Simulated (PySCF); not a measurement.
# Two-component Hartree-Fock for Ag⁴²⁺ (silver, charge +42)

Start: [He] 2s2 2p1; 2p1/2 filled at m_j = +1/2. Calculated with PySCF 2.14 in an uncontracted even-tempered set (17 s from 21 bohr⁻², ratio 2.4; 12 p from 27 bohr⁻², ratio 2.4; 5 d from 90 bohr⁻², ratio 2.6; 4 f from 130 bohr⁻², ratio 2.6): generalised Hartree-Fock with the X2C-1e Hamiltonian and a Gaussian nucleus; one run each with spin-orbit coupling (SO) switched off, then screened by Boettger's factors.

| spinor shell | electrons | ε, spin-free (eV) | ε, screened SO (eV) | weight of nominal j (screened SO) | rms radius, screened SO (bohr) |
| --- | --- | --- | --- | --- | --- |
| 1s1/2 | 2 | -29329.8 | -29322.5 | 1.000 | 0.0354 |
| 2s1/2 | 2 | -6894.9 | -6892.7 | 1.000 | 0.138 |
| 2p1/2 | 1 | -6660.2 | -6797.2 | 1.000 | 0.117 |

| quantity | spin-free | screened SO |
| --- | --- | --- |
| E (hartree) | -3019.03661 | -3024.07113 |
| M_J | 1/2 | 1/2 |
| ⟨J²⟩ | 1.113 | 0.750 |
| ⟨L²⟩ | 2.000 | 2.000 |
| ⟨S²⟩ | 0.750 | 0.750 |

Each row is a mean over spinors that exchange with the open shell spreads, by up to 12.560 eV (2s1/2).

Breit and QED terms are absent; they matter most for the inner s and p1/2 levels.

Densities and radii are taken from the X2C orbitals without a picture-change correction, which distorts them close to the nucleus.

Without spin-orbit coupling the j labels of p, d and f shells carry no meaning; the spin-free column gives the mean over the occupied spinors of each nl shell, and its ⟨J²⟩ belongs to a mixture of degenerate components.
